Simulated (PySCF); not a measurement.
C3H5FOSi, SMILES C#C[Si@H](F)CO.

Coordinates come from a ωB97X-D3(BJ)/def2-SVP optimisation. The structure was generated by enumeration; whether it is a known compound was not checked. One conformer was computed; it need not be the lowest.

Vertical ionisation energy (IE) and electron affinity (EA) in eV. Rows of orbital energies are one-electron estimates. Where ΔSCF, EOM or ADC give a negative EA the extra electron is unbound and the value depends on the basis.

```tsv
level	IE	EA
−ε(HOMO), −ε(LUMO), PBE0/def2-TZVP (PySCF)	7.76	0.84
−ε(HOMO), −ε(LUMO), PBE/def2-TZVP (PySCF)	6.25	1.78
```
